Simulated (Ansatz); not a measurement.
Born–Oppenheimer molecular dynamics of CH3BClF (7 atoms, charge 0, multiplicity 1). It starts from a relaxed structure.

All numbers below come from RKS B3LYP/cc-pVDZ (Ansatz 0.2.0).

```
ensemble             : NVT, Langevin thermostat
time step            : 0.5 fs
steps asked          : 100
set temperature      : 200 K
friction             : 0.005 /fs
temperature schedule : 25 steps to 200 K, then 75 steps to 50 K
seed                 : 526595
```

Frames 2.5 fs apart, positions in Å.

Velocities at 10 fs (Å/ps):

```
B -0.06 -1.74 1.70
C 2.29 -2.77 2.32
H -7.51 -11.18 -6.44
H -2.86 8.22 -23.71
H -15.45 17.45 0.08
F -1.89 0.23 -0.23
Cl -0.43 -1.39 0.78
```

```xyz
7
Properties=species:S:1:pos:R:3 time_fs=10 energy_less_start_eV=0.087 T=107
B -0.041 -0.008 0.015
C -0.003 -0.060 1.563
H -0.885 -0.542 2.029
H 0.915 -0.447 2.059
H -0.120 0.977 1.873
F 1.056 -0.211 -0.682
Cl -1.499 0.234 -0.905
7
Properties=species:S:1:pos:R:3 time_fs=12.5 energy_less_start_eV=0.103 T=93
B -0.040 -0.013 0.021
C 0.001 -0.067 1.569
H -0.894 -0.569 2.005
H 0.909 -0.427 1.993
H -0.154 1.027 1.875
F 1.053 -0.210 -0.683
Cl -1.501 0.230 -0.903
7
Properties=species:S:1:pos:R:3 time_fs=15 energy_less_start_eV=0.085 T=124
B -0.040 -0.019 0.031
C -0.003 -0.067 1.576
H -0.880 -0.597 1.974
H 0.953 -0.436 1.946
H -0.173 1.030 1.874
F 1.050 -0.211 -0.686
Cl -1.502 0.228 -0.902
7
Properties=species:S:1:pos:R:3 time_fs=17.5 energy_less_start_eV=0.095 T=111
B -0.040 -0.029 0.043
C -0.011 -0.060 1.581
H -0.864 -0.634 1.953
H 1.003 -0.457 1.915
H -0.176 0.972 1.875
F 1.051 -0.211 -0.690
Cl -1.504 0.227 -0.901
7
Properties=species:S:1:pos:R:3 time_fs=20 energy_less_start_eV=0.106 T=101
B -0.038 -0.039 0.054
C -0.014 -0.056 1.585
H -0.853 -0.679 1.943
H 0.991 -0.462 1.893
H -0.171 0.941 1.910
F 1.051 -0.211 -0.694
Cl -1.506 0.228 -0.902
7
Properties=species:S:1:pos:R:3 time_fs=22.5 energy_less_start_eV=0.089 T=126
B -0.037 -0.046 0.060
C -0.012 -0.059 1.586
H -0.833 -0.717 1.943
H 0.935 -0.447 1.883
H -0.172 0.983 1.987
F 1.052 -0.211 -0.697
Cl -1.508 0.230 -0.905
7
Properties=species:S:1:pos:R:3 time_fs=25 energy_less_start_eV=0.109 T=99
B -0.037 -0.052 0.061
C -0.013 -0.061 1.587
H -0.806 -0.733 1.958
H 0.932 -0.446 1.915
H -0.167 0.988 2.054
F 1.054 -0.211 -0.699
Cl -1.511 0.234 -0.907
7
Properties=species:S:1:pos:R:3 time_fs=27.5 energy_less_start_eV=0.069 T=163
B -0.034 -0.054 0.054
C -0.015 -0.057 1.591
H -0.785 -0.731 1.988
H 0.983 -0.460 1.975
H -0.163 0.918 2.082
F 1.057 -0.210 -0.699
Cl -1.514 0.238 -0.909
7
Properties=species:S:1:pos:R:3 time_fs=30 energy_less_start_eV=0.128 T=88
B -0.030 -0.053 0.043
C -0.010 -0.059 1.599
H -0.777 -0.734 2.023
H 0.992 -0.455 2.011
H -0.168 0.860 2.097
F 1.060 -0.209 -0.699
Cl -1.519 0.243 -0.911
7
Properties=species:S:1:pos:R:3 time_fs=32.5 energy_less_start_eV=0.066 T=159
B -0.027 -0.049 0.032
C 0.001 -0.072 1.609
H -0.774 -0.741 2.050
H 0.944 -0.420 2.012
H -0.193 0.887 2.126
F 1.064 -0.209 -0.698
Cl -1.522 0.246 -0.912
7
Properties=species:S:1:pos:R:3 time_fs=35 energy_less_start_eV=0.141 T=82
B -0.028 -0.045 0.022
C 0.007 -0.087 1.621
H -0.769 -0.745 2.054
H 0.933 -0.394 2.015
H -0.224 0.928 2.131
F 1.069 -0.210 -0.697
Cl -1.526 0.250 -0.912
7
Properties=species:S:1:pos:R:3 time_fs=37.5 energy_less_start_eV=0.067 T=148
B -0.032 -0.041 0.018
C 0.003 -0.093 1.630
H -0.766 -0.750 2.044
H 1.000 -0.401 2.041
H -0.240 0.912 2.084
F 1.076 -0.212 -0.696
Cl -1.530 0.253 -0.911
```

Of the whole run (50 fs, mean temperature of the second half 115 K): The schedule's set-point averaged 100 K over the second half and the system 115 K, so it lags behind the ramp. A run of 0.05 ps of so small a system gives no equilibrium averages.

Time of the run: 5.5 min on 1 thread of Intel(R) Xeon(R) Platinum 8259CL CPU @ 2.50GHz (Skylake/Cascade Lake) (shared host), peak memory 0.15 GiB.
